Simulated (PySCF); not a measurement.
# What a mistake does to a calculation on BGeH6Si

All numbers below are calculated, not measured. The program is PySCF 2.14.0, an open-source quantum chemistry code, run on an isolated molecule that a program drew, which may never have been made. The molecule is BGeH6Si (charge 0, doublet), drawn as the SMILES string `[SiH3][B][GeH3]`.

Each row is a Hartree-Fock (HF) and frozen-core CCSD(T) single point in the cc-pV(D+d)Z basis, meant for a local HF minimum. Run 1 is clean. Each other run has one planted mistake out of seven kinds, and not every kind appears here: one electron removed, one electron added, multiplicity raised by two, geometry at a saddle point, minimal basis STO-3G, one bond length entered in bohr, all coordinates scaled. The reference is restricted for singlets and unrestricted otherwise, and also for a bond in bohr. Adding or removing an electron swaps singlet and doublet. Electrons count all cores. HOMO and LUMO are orbital energies over both spins, the gradient is its largest component, and the lowest frequency (negative if imaginary) is given only where the gradient is small. Bond lengths are over the 8 bonds as drawn. T1 is the CCSD diagnostic: over 0.02 (restricted) or 0.045 (unrestricted) a single reference is doubtful. Germanium has the cc-pVDZ-PP basis, with a core potential (ECP10MDF) in place of its 10 inner electrons, and its 3s, 3p and 3d shells are frozen in CCSD(T).

Geometry of the clean run:
```xyz
9
BGeH6Si, angstrom
Si    1.3854    1.6059   -0.6978
B     0.5781    0.0075    0.2267
Ge   -0.2406   -1.8836    0.0509
H     0.2975    2.6130   -0.7964
H     1.8945    1.3288   -2.0649
H     2.4989    2.1740    0.0992
H    -0.6708   -2.2458   -1.3785
H     0.8367   -2.8840    0.4946
H    -1.4585   -2.0406    0.9682
```

```
run,electrons,basis functions,<S^2>,HOMO (eV),LUMO (eV),gradient (hartree/bohr),lowest frequency (cm^-1),mean bond (Å),longest bond (Å),T1,HF (hartree),CCSD(T) (hartree),mistake
1,57,90,0.760,-8.70,0.69,2.7e-06,35,1.6426,2.068,0.0150,-610.39668,-610.72688,no fault
2,58,90,0.000,-0.47,6.73,4.3e-02,-,1.6426,2.068,0.0139,-610.36428,-610.73073,one electron added
3,56,90,0.000,-17.35,-6.02,4.7e-02,-,1.6426,2.068,0.0211,-610.12690,-610.45025,one electron removed
4,57,90,3.759,-8.04,-2.11,2.6e-02,-,1.6426,2.068,0.0148,-610.29190,-610.62055,multiplicity raised by two
5,57,90,0.759,-8.65,0.79,7.0e-02,-,1.4817,1.866,0.0151,-610.31098,-610.64020,?
6,57,90,1.388,-8.92,0.58,1.2e-02,-,1.8078,2.806,0.0462,-610.29772,-610.62285,?
```

**Which mistake was planted in run 5, and what did it cost?**

The mean and the longest bond both change by the same factor, 0.902, and the gradient is no longer small. So the mistake is: all coordinates scaled. Subtracting run 1 and multiplying by 627.51 kcal/mol a hartree, the energy moved by 53.8 kcal/mol in HF and 54.4 kcal/mol in CCSD(T).

**Which mistake was planted in run 6, and what did it cost?**

The mean bond changes by a factor of 1.101 and the longest by 1.357, so the molecule wasn't scaled as a whole. A length L in bohr read as angstrom grows by (1/0.5292 - 1) L = 0.890 L. The 8 bonds together grew by 8 x 0.1652 = 1.322 Å, which gives L = 1.485 Å. That is the length of one of the H-Si bonds, 1.485 Å in the clean geometry. So the mistake is: one bond length entered in bohr. Subtracting run 1 and multiplying by 627.51 kcal/mol a hartree, the energy moved by 62.1 kcal/mol in HF and 65.3 kcal/mol in CCSD(T).

Cautions from the logs. Run 3: T1 is over the limit, so its CCSD(T) energy is less reliable; run 6: T1 is over the limit, so its CCSD(T) energy is less reliable.
